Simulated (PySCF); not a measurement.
PySCF input file for Si(H)(F)(NH2)2 (FH5N2Si), SMILES N[SiH](F)N, B3LYP-D3(BJ)/def2-SVP. 

```python
import numpy as np
from pyscf import gto, scf, dft
from pyscf.geomopt import geometric_solver

mol = gto.M(
    atom='''
    Si    0.11115324    0.27681090   -0.21167344
    N     1.24529480   -0.85760288    0.39426450
    N    -1.04383748   -0.64048965   -1.08110429
    F    -0.43834685    0.99498474    1.13150316
    H     0.53262153    1.38627748   -1.05030016
    H     1.87398105   -0.55658700    1.12039290
    H     1.72102844   -1.46066720   -0.25409546
    H    -1.32173374   -1.53995581   -0.72518086
    H    -1.82712205   -0.17263516   -1.50303824
    ''',
    basis='def2-SVP',
    charge=0,
    spin=0,
    max_memory=1600,
    verbose=3,
)
mf = dft.RKS(mol, xc='b3lyp').density_fit(auxbasis='def2-universal-jkfit')
mf.disp = 'd3bj'
mf.grids.level = 3
mf.conv_tol = 1e-9
mf.max_cycle = 100
mf.kernel()
grad = mf.nuc_grad_method()
grad.grid_response = mol.nao <= 150
conv, mol_eq = geometric_solver.kernel(grad, convergence_set='GAU_TIGHT', maxsteps=100)
print(mol_eq.tostring(format='xyz'))
mf.reset(mol_eq)
mf.kernel()
```

Output:

```
converged SCF energy = -501.742713848774
[banner and settings of the optimiser left out]
Geometry optimization cycle 1
Cartesian coordinates (Angstrom)
 Atom        New coordinates             dX        dY        dZ
  Si   0.111153   0.276811  -0.211673    0.000000  0.000000  0.000000
   N   1.245295  -0.857603   0.394264    0.000000  0.000000  0.000000
   N  -1.043837  -0.640490  -1.081104    0.000000  0.000000  0.000000
   F  -0.438347   0.994985   1.131503    0.000000  0.000000  0.000000
   H   0.532622   1.386277  -1.050300    0.000000  0.000000  0.000000
   H   1.873981  -0.556587   1.120393    0.000000  0.000000  0.000000
   H   1.721028  -1.460667  -0.254095    0.000000  0.000000  0.000000
   H  -1.321734  -1.539956  -0.725181    0.000000  0.000000  0.000000
   H  -1.827122  -0.172635  -1.503038    0.000000  0.000000  0.000000

WARN: Mole.unit (angstrom) is changed to Bohr

converged SCF energy = -501.742713848774
--------------- DFRKS_Scanner gradients ---------------
         x                y                z
0 Si     0.0041722780     0.0139533265    -0.0021605237
1 N     0.0031318498    -0.0023347733     0.0025154664
2 N    -0.0065120693    -0.0048050952    -0.0003491396
3 F     0.0044730031    -0.0063798602    -0.0088505085
4 H    -0.0039217210    -0.0087324084     0.0075263235
5 H    -0.0049752279    -0.0018332778    -0.0070935663
6 H    -0.0046766925     0.0066880981     0.0058564951
7 H     0.0016932318     0.0076447219    -0.0045491155
8 H     0.0066153479    -0.0042007316     0.0071045686
----------------------------------------------
cycle 1: E = -501.742713849  dE = -501.743  norm(grad) = 0.0310567
Step    0 : Gradient = 1.035e-02/1.472e-02 (rms/max) Energy = -501.7427138488
Hessian Eigenvalues: 2.30000e-02 2.30000e-02 3.29625e-02 ... 4.67836e-01 4.67897e-01 4.76752e-01

Geometry optimization cycle 2
Cartesian coordinates (Angstrom)
 Atom        New coordinates             dX        dY        dZ
[...]
   F  -0.584808   0.911505   1.190858    0.003672 -0.004726  0.005569
   H   0.430426   1.440986  -0.994771   -0.001942  0.002380  0.004670
   H   1.820699  -0.529842   1.257476    0.004045 -0.004319 -0.005449
   H   1.808247  -1.383510  -0.192865    0.000229 -0.000315 -0.007763
   H  -1.354942  -1.568091  -0.782835   -0.001612  0.001794 -0.000150
   H  -1.616723  -0.253238  -1.801902   -0.003986  0.004851  0.004359
converged SCF energy = -501.744876700506
--------------- DFRKS_Scanner gradients ---------------
         x                y                z
0 Si     0.0000122949     0.0000281285     0.0000177422
1 N     0.0000157476    -0.0000173749    -0.0000441955
2 N    -0.0000469228     0.0000263650     0.0000025224
3 F    -0.0000124572    -0.0000340115    -0.0000235179
4 H     0.0000179498    -0.0000104114     0.0000043901
5 H    -0.0000086779     0.0000236375     0.0000053152
6 H     0.0000079601    -0.0000078446     0.0000267990
7 H     0.0000071435     0.0000049834     0.0000121896
8 H     0.0000069620    -0.0000134719    -0.0000012449
----------------------------------------------
cycle 32: E = -501.744876701  dE = -1.17553e-07  norm(grad) = 0.000104593
Step   31 : Displace = 2.253e-04/4.228e-04 (rms/max) Trust = 3.000e-01 (=) Grad = 3.486e-05/5.388e-05 (rms/max) E (change) = -501.7448767005 (-1.176e-07) Quality = 1.493
Hessian Eigenvalues: 3.49197e-04 8.76029e-04 2.43078e-03 ... 4.68578e-01 4.74763e-01 5.00707e-01

Geometry optimization cycle 33
Cartesian coordinates (Angstrom)
 Atom        New coordinates             dX        dY        dZ
  Si   0.060577   0.264468  -0.163051    0.000021 -0.000342  0.002505
   N   1.290846  -0.776534   0.423320    0.002098 -0.002521 -0.005630
   N  -1.001620  -0.675152  -1.116960   -0.002455  0.003321  0.001628
   F  -0.580788   0.905297   1.198018    0.004020 -0.006207  0.007161
   H   0.427510   1.444311  -0.988367   -0.002915  0.003325  0.006405
   H   1.825511  -0.535473   1.251016    0.004811 -0.005632 -0.006460
   H   1.808507  -1.383323  -0.202665    0.000261  0.000187 -0.009800
   H  -1.356202  -1.566258  -0.783895   -0.001260  0.001833 -0.001060
   H  -1.621303  -0.247202  -1.796648   -0.004580  0.006036  0.005253
converged SCF energy = -501.744876842768
--------------- DFRKS_Scanner gradients ---------------
         x                y                z
0 Si     0.0000016454     0.0000328879     0.0000319346
1 N     0.0000135157    -0.0000254711    -0.0000476834
2 N    -0.0000422893     0.0000214301    -0.0000053032
3 F    -0.0000028138    -0.0000344381    -0.0000282555
4 H     0.0000147246    -0.0000062794     0.0000056271
5 H    -0.0000075952     0.0000269542     0.0000051462
6 H     0.0000090832    -0.0000079740     0.0000274297
7 H     0.0000065354     0.0000045028     0.0000130363
8 H     0.0000071941    -0.0000116124    -0.0000019318
----------------------------------------------
cycle 33: E = -501.744876843  dE = -1.42261e-07  norm(grad) = 0.000109076
Step   32 : Displace = 1.729e-04/3.142e-04 (rms/max) Trust = 3.000e-01 (=) Grad = 3.636e-05/5.572e-05 (rms/max) E (change) = -501.7448768428 (-1.423e-07) Quality = 1.453
Hessian Eigenvalues: 2.98402e-04 8.48017e-04 2.43479e-03 ... 4.68236e-01 4.74376e-01 5.00813e-01

Geometry optimization cycle 34
Cartesian coordinates (Angstrom)
 Atom        New coordinates             dX        dY        dZ
  Si   0.060523   0.264276  -0.160979   -0.000054 -0.000193  0.002072
   N   1.292379  -0.778406   0.419027    0.001533 -0.001872 -0.004293
   N  -1.003228  -0.672670  -1.115802   -0.001608  0.002482  0.001158
   F  -0.577806   0.900592   1.203648    0.002982 -0.004705  0.005630
   H   0.424958   1.447039  -0.983240   -0.002552  0.002728  0.005127
   H   1.829256  -0.540182   1.246104    0.003746 -0.004708 -0.004911
   H   1.808440  -1.382913  -0.210493   -0.000068  0.000409 -0.007828
   H  -1.356729  -1.565074  -0.785061   -0.000527  0.001183 -0.001166
   H  -1.624754  -0.242527  -1.792437   -0.003450  0.004674  0.004212
converged SCF energy = -501.744876945564
--------------- DFRKS_Scanner gradients ---------------
         x                y                z
0 Si    -0.0000067665     0.0000193394     0.0000258056
1 N     0.0000053701    -0.0000206081    -0.0000302524
2 N    -0.0000183465     0.0000093337    -0.0000094369
3 F     0.0000056199    -0.0000174548    -0.0000169135
4 H     0.0000053911    -0.0000003079     0.0000037734
5 H    -0.0000042655     0.0000176810     0.0000033102
6 H     0.0000058783    -0.0000048238     0.0000167141
7 H     0.0000031605     0.0000024551     0.0000082203
8 H     0.0000039585    -0.0000056145    -0.0000012208
----------------------------------------------
cycle 34: E = -501.744876946  dE = -1.02797e-07  norm(grad) = 6.66646e-05
Step   33 : Displace = 3.328e-04/5.395e-04 (rms/max) Trust = 3.000e-01 (=) Grad = 2.222e-05/3.700e-05 (rms/max) E (change) = -501.7448769456 (-1.028e-07) Quality = 1.296
Hessian Eigenvalues: 3.31760e-04 8.49532e-04 2.44141e-03 ... 4.68026e-01 4.74118e-01 5.00795e-01

Geometry optimization cycle 35
Cartesian coordinates (Angstrom)
 Atom        New coordinates             dX        dY        dZ
  Si   0.060461   0.264312  -0.160598   -0.000062  0.000036  0.000381
   N   1.292539  -0.778589   0.418506    0.000161 -0.000183 -0.000521
   N  -1.003244  -0.672401  -1.115703   -0.000017  0.000269  0.000099
   F  -0.577543   0.900053   1.204478    0.000264 -0.000539  0.000830
   H   0.424397   1.447521  -0.982448   -0.000561  0.000482  0.000791
   H   1.829818  -0.541103   1.245523    0.000562 -0.000921 -0.000581
   H   1.808234  -1.382653  -0.211754   -0.000205  0.000260 -0.001261
   H  -1.356465  -1.565106  -0.785468    0.000264 -0.000032 -0.000407
   H  -1.625159  -0.241900  -1.791768   -0.000405  0.000627  0.000669
converged SCF energy = -501.744876971687
--------------- DFRKS_Scanner gradients ---------------
         x                y                z
0 Si    -0.0000055608     0.0000073090     0.0000115785
1 N    -0.0000009922    -0.0000098582    -0.0000114363
2 N     0.0000000031     0.0000015462    -0.0000060079
3 F     0.0000056877    -0.0000035149    -0.0000051366
4 H    -0.0000002336     0.0000009978     0.0000015271
5 H    -0.0000006056     0.0000067110     0.0000026810
6 H     0.0000022818    -0.0000020266     0.0000051911
7 H    -0.0000000513    -0.0000008285     0.0000034088
8 H    -0.0000005291    -0.0000003356    -0.0000018057
----------------------------------------------
cycle 35: E = -501.744876972  dE = -2.61223e-08  norm(grad) = 2.57902e-05
Step   34 : Displace = 2.601e-04/3.923e-04 (rms/max) Trust = 3.000e-01 (=) Grad = 8.597e-06/1.513e-05 (rms/max) E (change) = -501.7448769717 (-2.612e-08) Quality = 1.215
Hessian Eigenvalues: 3.54739e-04 8.55048e-04 2.43856e-03 ... 4.67818e-01 4.74011e-01 5.00968e-01

Geometry optimization cycle 36
Cartesian coordinates (Angstrom)
 Atom        New coordinates             dX        dY        dZ
  Si   0.060418   0.264366  -0.160796   -0.000043  0.000054 -0.000199
   N   1.292331  -0.778273   0.419109   -0.000209  0.000315  0.000603
   N  -1.002907  -0.672770  -1.115904    0.000337 -0.000369 -0.000201
   F  -0.578090   0.900655   1.203803   -0.000548  0.000602 -0.000675
   H   0.424569   1.447254  -0.983016    0.000172 -0.000267 -0.000568
   H   1.829347  -0.540645   1.246247   -0.000471  0.000458  0.000724
   H   1.808177  -1.382528  -0.210848   -0.000058  0.000125  0.000906
   H  -1.356171  -1.565401  -0.785522    0.000293 -0.000295 -0.000054
   H  -1.624633  -0.242523  -1.792304    0.000526 -0.000623 -0.000537
converged SCF energy = -501.744876974901
--------------- DFRKS_Scanner gradients ---------------
         x                y                z
0 Si    -0.0000011565     0.0000018470     0.0000034616
1 N    -0.0000008365    -0.0000027436    -0.0000015392
2 N     0.0000025339    -0.0000003421    -0.0000032083
3 F     0.0000022292     0.0000009648     0.0000002521
4 H    -0.0000008489     0.0000009421     0.0000000660
5 H    -0.0000006831     0.0000010867     0.0000003310
6 H     0.0000007238    -0.0000009404     0.0000008200
7 H    -0.0000009476    -0.0000015141     0.0000010374
8 H    -0.0000010143     0.0000006996    -0.0000012206
----------------------------------------------
cycle 36: E = -501.744876975  dE = -3.21381e-09  norm(grad) = 7.92761e-06
Step   35 : Displace = 8.600e-05/1.514e-04 (rms/max) Trust = 3.000e-01 (=) Grad = 2.643e-06/4.102e-06 (rms/max) E (change) = -501.7448769749 (-3.214e-09) Quality = 1.060
Hessian Eigenvalues: 3.90266e-04 8.52829e-04 2.42946e-03 ... 4.67500e-01 4.73887e-01 4.98937e-01

Geometry optimization cycle 37
Cartesian coordinates (Angstrom)
 Atom        New coordinates             dX        dY        dZ
  Si   0.060446   0.264367  -0.160787    0.000028  0.000002  0.000009
   N   1.292386  -0.778307   0.418990    0.000055 -0.000034 -0.000119
   N  -1.003011  -0.672723  -1.115784   -0.000104  0.000047  0.000120
   F  -0.577931   0.900672   1.203870    0.000159  0.000016  0.000067
   H   0.424566   1.447240  -0.983042   -0.000003 -0.000014 -0.000026
   H   1.829500  -0.540743   1.246082    0.000153 -0.000098 -0.000165
   H   1.808129  -1.382569  -0.211043   -0.000048 -0.000041 -0.000195
   H  -1.356265  -1.565351  -0.785391   -0.000093  0.000050  0.000130
   H  -1.624780  -0.242450  -1.792126   -0.000147  0.000073  0.000179
converged SCF energy = -501.744876975402
--------------- DFRKS_Scanner gradients ---------------
         x                y                z
0 Si     0.0000001025    -0.0000034354    -0.0000013411
1 N    -0.0000006231    -0.0000001532    -0.0000003568
2 N     0.0000013196     0.0000003018    -0.0000002986
3 F     0.0000006047     0.0000015218     0.0000015663
4 H    -0.0000005470     0.0000006658     0.0000000837
5 H    -0.0000006791    -0.0000004024    -0.0000006151
6 H    -0.0000007222     0.0000005383     0.0000009554
7 H     0.0000001365     0.0000011796    -0.0000005790
8 H     0.0000004080    -0.0000002163     0.0000005852
----------------------------------------------
cycle 37: E = -501.744876975  dE = -5.01359e-10  norm(grad) = 5.19451e-06
Step   36 : Displace = 1.913e-05/3.072e-05 (rms/max) Trust = 3.000e-01 (=) Grad = 1.732e-06/3.689e-06 (rms/max) E (change) = -501.7448769754 (-5.014e-10) Quality = 1.521
Hessian Eigenvalues: 3.90266e-04 8.52829e-04 2.42946e-03 ... 4.67500e-01 4.73887e-01 4.98937e-01
Converged! =D

9
XYZ from PySCF
Si          0.06044614        0.26436743       -0.16078723
N           1.29238572       -0.77830708        0.41898982
N          -1.00301105       -0.67272283       -1.11578382
F          -0.57793141        0.90067178        1.20386979
H           0.42456589        1.44724004       -0.98304181
H           1.82949951       -0.54074312        1.24608187
H           1.80812901       -1.38256936       -0.21104333
H          -1.35626492       -1.56535103       -0.78539143
H          -1.62477994       -0.24245042       -1.79212574
converged SCF energy = -501.744876975204
```

The run converged.

Cost: roughly 6 core-minutes.
